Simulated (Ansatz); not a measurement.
GaH2Br, closed shell: at a first-order saddle point.

The input file, in.yaml:

```yaml
crystal:
  periodic: [false, false, false]
  atoms:
    - {symbol: Ga, position_ang: [-0.688301, 0.142254, 0.654562]}
    - {symbol: Br, position_ang: [1.547024, -0.014270, -1.037172]}
    - {symbol: H, position_ang: [0.888234, 0.703744, 0.416217]}
    - {symbol: H, position_ang: [-1.746857, -0.831629, -0.033608]}
basis:
  gaussian: {orbitals: "def2-QZVPP.json"}
correlation: {method: mp2}
```

The basis file named in the input lies beside it (Basis Set Exchange, JSON).

Launched with

```bash
ansatz run in.yaml --threads 2 --pin off --events-out ev --progress --plain --max-ram 4352MiB
```

The run's output (Ansatz 0.2.0):

```
Functional definition: HF
  name "HF"
  cite "Fock, Z. Phys. 61, 126 (1930) doi:10.1007/BF01340294"
  parent pbe
  exchange = exact_x
  correlation = 0
1544 factors; integrals over basis functions are off by at most 7.7e-4 eV
mean field evaluation 1: about -122364.7104 eV, gradient 1.4e1 eV
mean field evaluation 2: about -122364.7537 eV, gradient 1.4e1 eV
mean field evaluation 4: about -122365.6569 eV, gradient 2.4e0 eV
mean field evaluation 8: about -122365.6823 eV, gradient 3.7e-1 eV
mean field evaluation 16: about -122365.6833 eV, gradient 2.8e-6 eV
mean field -122365.68327189 eV, -4496.8559178028 hartree, gradient 2.8e-6 eV, S^2 0.000000; 0 other end points of the search recorded, 0 dependent functions left out; unrestricted orbitals would lower it
18 core orbitals not correlated: weight in the atoms' cores, before any rotation towards them, 1.000 or more for the frozen orbitals, at most 0.000 for the correlated occupied ones
reference -122365.68327189 eV, -4496.8559178028 hartree; 16, 16 occupied and 204, 204 virtual orbitals, 1544 factors
second order -29.66492684 eV of doubles, -0.00000000 eV of singles
Total energy: -122395.34819873 eV, -4497.9460837566 hartree
```

Time: 7.5 s of wall clock on 2 CPU threads of an Arm Neoverse V2; the host was shared. Peak host memory: 0.66 GiB.
